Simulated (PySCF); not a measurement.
ClLi, charge +1, quartet, geometry from GFN2-xTB of the parent state (such geometries of metal compounds can be far from the true shape) (a state made from the parent by changing its charge; the spin is typed, not shown lowest); M062X/aug-cc-pVDZ (PySCF).

Here is a job for PySCF.
```python
from pyscf import gto, scf, dft

mol = gto.Mole()
mol.atom = '''
    Li   -0.000000   -0.000000   -1.663114
    Cl    0.000000    0.000000    0.293491
'''
mol.basis = 'aug-cc-pvdz'
mol.charge = 1
mol.spin = 3
mol.verbose = 3
mol.build()

mf = dft.UKS(mol)
mf.xc = 'm062x'
mf.kernel()
```

Question: Write the output that PySCF gives for this input, abridged.

Answer: 
```
converged SCF energy = -467.042362074404  <S^2> = 3.7533722  2S+1 = 4.0016857
```
